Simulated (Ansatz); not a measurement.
Diatomic GeSb, multiplicity 4 (an upper state: multiplicity 2 came lower at CCSD(T)/def2-TZVPP on PBE0 minima). No spin–orbit coupling. Ge is treated without relativity.

Constants: fifth-degree fit in 1/R to seven points, most abundant isotopes. Runs in def2 and cc sets follow the lowest solution found near the PBE0 minimum.

The values were computed with Ansatz (Gaussian basis) for Hartree–Fock, density functionals and correlated methods.  In def2 rows elements past Kr take small-core potentials, without spin–orbit coupling.

```tsv
level	r_e (Å)	ω_e (cm⁻¹)	α_e (cm⁻¹)	ω_e x_e (cm⁻¹)	dipole (D)
PBE/def2-TZVPP	2.751	191	0.00016	0.44	0.18
PBE0/def2-TZVPP	2.720	200	0.00016	0.45	0.04
wB97X-V/def2-TZVPP	2.700	206	0.00015	0.42	0.16
```

Ansatz is a quantum-chemistry and plane-wave program.
